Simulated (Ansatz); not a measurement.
The same path of BrFH3NSi (7 atoms, charge 0, multiplicity 1) was run twice with different band settings. Lost on the way: Si2–H7. Made: N1–H7.

Method: UKS PBE-D4/def2-SVP in Ansatz.

Relaxed end points:

```xyz
7
Properties=species:S:1:pos:R:3
N -0.268 1.079 -0.009
Si 0.327 -0.522 0.139
F 0.229 -0.991 1.699
Br -0.853 -2.067 -0.981
H -1.254 1.297 0.153
H 0.138 1.689 -0.721
H 1.744 -0.553 -0.326
```

```xyz
7
Properties=species:S:1:pos:R:3
N 0.274 0.749 -0.171
Si 0.613 -1.325 0.077
F 0.101 -1.132 1.658
Br -1.470 -1.656 -0.994
H -0.618 0.949 0.310
H 0.154 1.000 -1.163
H 1.007 1.348 0.238
```

Common settings: climbing image yes; spring 5.0 eV/Å²; optimiser quadratic models (default); start path through a guess of the saddle point; force threshold 0.03 eV/Å; iteration limit 60; end points relaxed.

| run | movable images |
| --- | --- |
| 1 | 5 |
| 2 | 2 |

Task: What does each run give, and how far can it be trusted?

Result: Run 1: converged after 12 iterations, highest image 2.610 eV above the first end. Neighbouring images differ by up to 1.7 eV, so the band resolves the path poorly. A vibrational analysis at the climbing image gives one clearly imaginary mode, 1335i cm⁻¹: a first-order saddle point.
Run 2: converged after 39 iterations, highest image 2.610 eV above the first end. Neighbouring images differ by up to 2.6 eV, so the band resolves the path poorly. Another band between the same ends (5 images) ends at a top of the same energy, where a vibrational analysis finds 1 clearly imaginary mode. So few images can step over the top or miss a turn of the path.
The orbitals stay closed-shell, which can raise the energy where a bond breaks towards radicals; this wasn't checked here.
